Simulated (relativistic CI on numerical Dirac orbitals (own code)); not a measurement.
# Re²⁺ (5d5) in a crystal field

Calculated by Dirac-Coulomb-Breit CI, orbitals from a KLI potential per configuration, a model potential for QED, valence Slater integrals scaled by 0.85, one configuration in a parametric crystal field (own radial code).

Field parameters in Wybourne normalisation: Oh B⁴₀ = 21Dq, B⁴₄ = √(5/14) B⁴₀. The field is a parameter set, without covalency.

S is read from ⟨S²⟩ = S(S + 1).

Site symmetry Oh; labels are those of the double group. Computed levels in cm⁻¹ above the lowest, in rising order:

```
Δ (size of 10Dq)  Lowest    No. 2     No. 3     No. 4     No. 5     No. 6     No. 7     No. 8
            5500      Γ7    23 Γ8  12264 Γ7  14668 Γ8  15186 Γ8  16162 Γ6  16696 Γ7  17170 Γ8
            9950      Γ7   120 Γ8   7117 Γ7  10951 Γ8  11381 Γ8  12633 Γ6  13821 Γ8  14089 Γ7
           14350      Γ7  1194 Γ8   3298 Γ7   6658 Γ8   9236 Γ8  10246 Γ6  10865 Γ8  11864 Γ7
           18800      Γ7  4676 Γ8   7287 Γ8   7633 Γ7  11704 Γ8  12479 Γ6  13598 Γ8  14564 Γ7
           23200      Γ7  4825 Γ8  12294 Γ8  13238 Γ7  15392 Γ8  16089 Γ6  19018 Γ8  19684 Γ7
           27600      Γ7  4723 Γ8  16949 Γ8  18031 Γ7  19322 Γ8  20007 Γ6  23633 Γ6  23783 Γ8
           32050      Γ7  4627 Γ8  21397 Γ8  22470 Γ7  23429 Γ8  24118 Γ6  27756 Γ6  27977 Γ8
           36450      Γ7  4547 Γ8  25719 Γ8  26752 Γ7  27573 Γ8  28268 Γ6  31911 Γ6  32149 Γ8
           40900      Γ7  4481 Γ8  30075 Γ8  31066 Γ7  31820 Γ8  32520 Γ6  36165 Γ6  36410 Γ8
```

Ground-state S against |10Dq| in cm⁻¹: 5500: 2.43, 9950: 2.36, 14350: 1.69, 18800: 0.79, 23200: 0.64, 27600: 0.59, 32050: 0.56, 36450: 0.54, 40900: 0.53.

The spin changes between |10Dq| = 9950 and 14350 cm⁻¹.
